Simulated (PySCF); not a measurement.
# Molecular orbitals of SrTl⁺

HSE06 at R = 3.845 Å; PySCF, scalar-relativistic core potentials, basis sets Sr def2-SVPD with ECP28, Tl def2-SVPD with ECP60. State: ¹Σ⁺ (singlet), closed shell. Only the outer orbitals are listed, counted within each symmetry, core potentials removing the inner ones.

| orbital | occ. | ε (eV) | on Sr (%) | main shells (%) |
| --- | --- | --- | --- | --- |
| 1δ | 2 | -21.71 | 0 | 100 Tl d |
| 1δ | 2 | -21.71 | 0 | 100 Tl d |
| 3π | 2 | -21.52 | 0 | 100 Tl d |
| 3π | 2 | -21.52 | 0 | 100 Tl d |
| 5σ | 2 | -21.47 | 0 | 100 Tl d |
| 6σ | 2 | -14.32 | 1 | 99 Tl s |
| 7σ | 2 | -7.88 | 64 | 62 Sr s, 32 Tl p |
| 4π | 0 | -6.19 | 19 | 80 Tl p, 13 Sr d |
| 4π | 0 | -6.19 | 19 | 80 Tl p, 13 Sr d |
| 8σ | 0 | -6.07 | 60 | 42 Tl p, 36 Sr s, 14 Sr d |

Q: Which are the highest filled and the lowest empty level, where do they sit, and how wide is the gap?

A: Highest filled 7σ at -7.88 eV (in %: 62 Sr s, 32 Tl p); lowest empty 4π at -6.19 eV (in %: 80 Tl p, 13 Sr d); the gap at HSE06 is 1.69 eV.

| Property | Result |
| --- | --- |
| bond order (Mayer) | 0.91 |
| ⟨S²⟩ | 0.000 |
| charge on Sr (Mulliken, basis-dependent) | 0.70 |
| charge on Sr (Löwdin, basis-dependent) | 0.68 |
| dipole moment (positive dipole points towards Tl; it is taken about the centre of mass and depends on that origin) | -6.99 D |

Closed-shell solutions of metal pairs were not tested for spin polarisation, which can lower them a little. Spin–orbit coupling is left out, which matters for elements this heavy, above all for dissociation energies.
